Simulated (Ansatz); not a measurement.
H7OSi2 (SMILES [SiH3][OH+][SiH3]), charge +1, singlet, geometry from GFN2-xTB; MP2/6-31G** run with Ansatz (a quantum-chemistry and plane-wave program).

The Ansatz input:
Ansatz 0.2 input:
```yaml
crystal:
  periodic: [false, false, false]
  atoms:
    - {symbol: Si, position_ang: [1.57259310, -0.32787865, 0.43128443]}
    - {symbol: O, position_ang: [0.04546575, -0.19736209, -0.52085237]}
    - {symbol: Si, position_ang: [-1.59645535, 0.44638018, -0.13762810]}
    - {symbol: H, position_ang: [2.51490900, -0.40711010, -0.67455778]}
    - {symbol: H, position_ang: [1.51112540, 0.92190961, 1.16707567]}
    - {symbol: H, position_ang: [1.34061387, -1.54617037, 1.19083611]}
    - {symbol: H, position_ang: [0.08210873, -0.66697740, -1.36331658]}
    - {symbol: H, position_ang: [-2.19054693, -0.67297857, 0.57578869]}
    - {symbol: H, position_ang: [-2.06000854, 0.68633742, -1.49582128]}
    - {symbol: H, position_ang: [-1.22785623, 1.60486461, 0.65562572]}
basis:
  gaussian:
    orbitals: 6-31G__.json
total_charge: 1
magnetization: {spin_polarized: false}
correlation: {method: mp2, electrons: outside_noble_gas}
accuracy: high
```
The basis file holds 6-31G** in the JSON format of the Basis Set Exchange.

It wrote (shortened):

```
Functional definition: HF
2012 factors; integrals over basis functions are off by at most 3.7e-9 eV
mean field evaluation 1: about -17862.2959 eV, gradient 4.5e1 eV
mean field evaluation 2: about -17862.3486 eV, gradient 4.5e1 eV
mean field evaluation 4: about -17866.2676 eV, gradient 2.7e0 eV
mean field evaluation 8: about -17866.2996 eV, gradient 3.0e-4 eV
mean field -17866.29962746 eV, -656.5744010961 hartree, gradient 1.2e-8 eV, S^2 0.000000; 0 other end points of the search recorded, 0 dependent functions left out
11 core orbitals not correlated
reference -17866.29962746 eV, -656.5744010961 hartree; 10, 10 occupied and 67, 67 virtual orbitals, 2012 factors
second order -10.16507228 eV of doubles, -0.00000000 eV of singles
Total energy: -17876.46469974 eV, -656.9479606124 hartree
```
